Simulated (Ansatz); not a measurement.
Ansatz (a quantum-chemistry and plane-wave program) input (HF/6-31G* with LANL2DZ past Ar): The .json file joins the Basis Set Exchange's 6-31G* for atoms up to Ar and LANL2DZ past it.

Ansatz 0.2 input:
```yaml
crystal:
  periodic: [false, false, false]
  atoms:
    - {symbol: I, position_ang: [-0.00000000, -0.00000000, -0.03015038]}
    - {symbol: H, position_ang: [0.00000000, 0.00000000, 1.59796991]}
basis:
  gaussian:
    orbitals: 6-31Gs+LANL2DZ.json
hamiltonian:
  xc: {name: HF}
total_charge: 1
magnetization: {spin_polarized: true, initial_magnetization: 1}
phonons: {temperatures: {t_min: 298.15, t_max: 298.15, t_step: 100}}
```

Output:

```
WARN ansatz: RAYON_NUM_THREADS=1 ignored (pool sized by the plan → 1); use --threads N
Functional definition: HF
integrals: 0.00 GiB planned
167 factors; integrals over basis functions are off by at most 1.4e-4 eV
mean field: 0.04 GiB planned
mean field evaluation 1: about -308.8380 eV, gradient 4.8e0 eV
mean field evaluation 2: about -308.8388 eV, gradient 4.8e0 eV
mean field evaluation 4: about -309.0981 eV, gradient 2.9e-1 eV
mean field evaluation 8: about -309.1009 eV, gradient 5.1e-6 eV
mean field -309.10094443 eV, -11.3592501916 hartree, gradient 7.4e-6 eV, S^2 0.755244; 0 other end points of the search recorded, 0 dependent functions left out
the calculation of the forces begins
reference -309.10094443 eV, -11.3592501916 hartree; 4, 3 occupied and 6, 7 virtual orbitals, 167 factors
these checks for a lower state are left out or cut short: stability, starts, cluster_reference, orbital_swaps, neighbouring_geometries, increment
integrals: 0.00 GiB planned
167 factors; integrals over basis functions are off by at most 1.4e-4 eV
mean field: 0.04 GiB planned
mean field evaluation 16: about -309.1009 eV, gradient 8.7e-7 eV
mean field -309.10094443 eV, -11.3592501916 hartree, gradient 5.5e-7 eV, S^2 0.755244; 0 other end points of the search recorded, 0 dependent functions left out
the calculation of the forces begins
reference -309.10094443 eV, -11.3592501916 hartree; 4, 3 occupied and 6, 7 virtual orbitals, 167 factors
these checks for a lower state are left out or cut short: stability, starts, cluster_reference, orbital_swaps, neighbouring_geometries, increment
integrals: 0.00 GiB planned
167 factors; integrals over basis functions are off by at most 1.4e-4 eV
mean field: 0.04 GiB planned
mean field -309.10094443 eV, -11.3592501916 hartree, gradient 5.5e-7 eV, S^2 0.755244; 0 other end points of the search recorded, 0 dependent functions left out
the calculation of the forces begins
reference -309.10094443 eV, -11.3592501916 hartree; 4, 3 occupied and 6, 7 virtual orbitals, 167 factors
these checks for a lower state are left out or cut short: stability, starts, cluster_reference, orbital_swaps, neighbouring_geometries, increment
integrals: 0.00 GiB planned
167 factors; integrals over basis functions are off by at most 1.4e-4 eV
mean field: 0.04 GiB planned
mean field evaluation 32: about -309.1009 eV, gradient 4.5e-7 eV
mean field -309.10094443 eV, -11.3592501916 hartree, gradient 4.5e-7 eV, S^2 0.755244; 0 other end points of the search recorded, 0 dependent functions left out
the calculation of the forces begins
reference -309.10094443 eV, -11.3592501916 hartree; 4, 3 occupied and 6, 7 virtual orbitals, 167 factors
these checks for a lower state are left out or cut short: stability, starts, cluster_reference, orbital_swaps, neighbouring_geometries, increment
integrals: 0.00 GiB planned
167 factors; integrals over basis functions are off by at most 1.4e-4 eV
mean field: 0.04 GiB planned
mean field -309.10094443 eV, -11.3592501916 hartree, gradient 4.5e-7 eV, S^2 0.755244; 0 other end points of the search recorded, 0 dependent functions left out
the calculation of the forces begins
reference -309.10094443 eV, -11.3592501916 hartree; 4, 3 occupied and 6, 7 virtual orbitals, 167 factors
these checks for a lower state are left out or cut short: stability, starts, cluster_reference, orbital_swaps, neighbouring_geometries, increment
integrals: 0.00 GiB planned
167 factors; integrals over basis functions are off by at most 1.3e-4 eV
mean field: 0.04 GiB planned
mean field -309.10088720 eV, -11.3592480886 hartree, gradient 1.2e-6 eV, S^2 0.755164; 0 other end points of the search recorded, 0 dependent functions left out
the calculation of the forces begins
reference -309.10088720 eV, -11.3592480886 hartree; 4, 3 occupied and 6, 7 virtual orbitals, 167 factors
these checks for a lower state are left out or cut short: stability, starts, cluster_reference, orbital_swaps, neighbouring_geometries, increment
integrals: 0.00 GiB planned
167 factors; integrals over basis functions are off by at most 1.4e-4 eV
mean field: 0.04 GiB planned
mean field -309.10089007 eV, -11.3592481938 hartree, gradient 1.2e-6 eV, S^2 0.755326; 0 other end points of the search recorded, 0 dependent functions left out
the calculation of the forces begins
reference -309.10089007 eV, -11.3592481938 hartree; 4, 3 occupied and 6, 7 virtual orbitals, 167 factors
these checks for a lower state are left out or cut short: stability, starts, cluster_reference, orbital_swaps, neighbouring_geometries, increment
integrals: 0.00 GiB planned
167 factors; integrals over basis functions are off by at most 1.4e-4 eV
mean field: 0.04 GiB planned
mean field -309.10094443 eV, -11.3592501916 hartree, gradient 5.5e-7 eV, S^2 0.755244; 0 other end points of the search recorded, 0 dependent functions left out
the calculation of the forces begins
reference -309.10094443 eV, -11.3592501916 hartree; 4, 3 occupied and 6, 7 virtual orbitals, 167 factors
these checks for a lower state are left out or cut short: stability, starts, cluster_reference, orbital_swaps, neighbouring_geometries, increment
integrals: 0.00 GiB planned
167 factors; integrals over basis functions are off by at most 1.4e-4 eV
mean field: 0.04 GiB planned
mean field evaluation 64: about -309.1009 eV, gradient 1.8e-2 eV
mean field -309.10094443 eV, -11.3592501916 hartree, gradient 5.5e-7 eV, S^2 0.755244; 0 other end points of the search recorded, 0 dependent functions left out
the calculation of the forces begins
reference -309.10094443 eV, -11.3592501916 hartree; 4, 3 occupied and 6, 7 virtual orbitals, 167 factors
these checks for a lower state are left out or cut short: stability, starts, cluster_reference, orbital_swaps, neighbouring_geometries, increment
integrals: 0.00 GiB planned
167 factors; integrals over basis functions are off by at most 1.4e-4 eV
mean field: 0.04 GiB planned
mean field -309.10094443 eV, -11.3592501916 hartree, gradient 4.5e-7 eV, S^2 0.755244; 0 other end points of the search recorded, 0 dependent functions left out
the calculation of the forces begins
reference -309.10094443 eV, -11.3592501916 hartree; 4, 3 occupied and 6, 7 virtual orbitals, 167 factors
these checks for a lower state are left out or cut short: stability, starts, cluster_reference, orbital_swaps, neighbouring_geometries, increment
integrals: 0.00 GiB planned
167 factors; integrals over basis functions are off by at most 1.4e-4 eV
mean field: 0.04 GiB planned
mean field -309.10094443 eV, -11.3592501916 hartree, gradient 4.5e-7 eV, S^2 0.755244; 0 other end points of the search recorded, 0 dependent functions left out
the calculation of the forces begins
reference -309.10094443 eV, -11.3592501916 hartree; 4, 3 occupied and 6, 7 virtual orbitals, 167 factors
these checks for a lower state are left out or cut short: stability, starts, cluster_reference, orbital_swaps, neighbouring_geometries, increment
integrals: 0.00 GiB planned
167 factors; integrals over basis functions are off by at most 1.4e-4 eV
mean field: 0.04 GiB planned
mean field -309.10089007 eV, -11.3592481938 hartree, gradient 1.2e-6 eV, S^2 0.755326; 0 other end points of the search recorded, 0 dependent functions left out
the calculation of the forces begins
reference -309.10089007 eV, -11.3592481938 hartree; 4, 3 occupied and 6, 7 virtual orbitals, 167 factors
these checks for a lower state are left out or cut short: stability, starts, cluster_reference, orbital_swaps, neighbouring_geometries, increment
integrals: 0.00 GiB planned
167 factors; integrals over basis functions are off by at most 1.3e-4 eV
mean field: 0.04 GiB planned
mean field evaluation 96: about -309.1009 eV, gradient 4.4e-5 eV
mean field -309.10088720 eV, -11.3592480886 hartree, gradient 1.2e-6 eV, S^2 0.755164; 0 other end points of the search recorded, 0 dependent functions left out
the calculation of the forces begins
reference -309.10088720 eV, -11.3592480886 hartree; 4, 3 occupied and 6, 7 virtual orbitals, 167 factors
Total energy: -309.10094443 eV, -11.3592501916 hartree
Atom 0 at    -0.000000    -0.000000    -0.030150 Å, force    -0.000000    -0.000000    -0.000482 eV/Å
Atom 1 at     0.000000     0.000000     1.597970 Å, force     0.000000     0.000000     0.000482 eV/Å
Dipole moment:    -0.000000     0.000000     0.321746 e Å
Vibrations: 2203.38 cm⁻¹, zero-point energy 0.136592 eV
```

The blocks after the first are displaced geometries, from whose forces the wavenumbers follow.

The dipole moment of an ion depends on the origin.
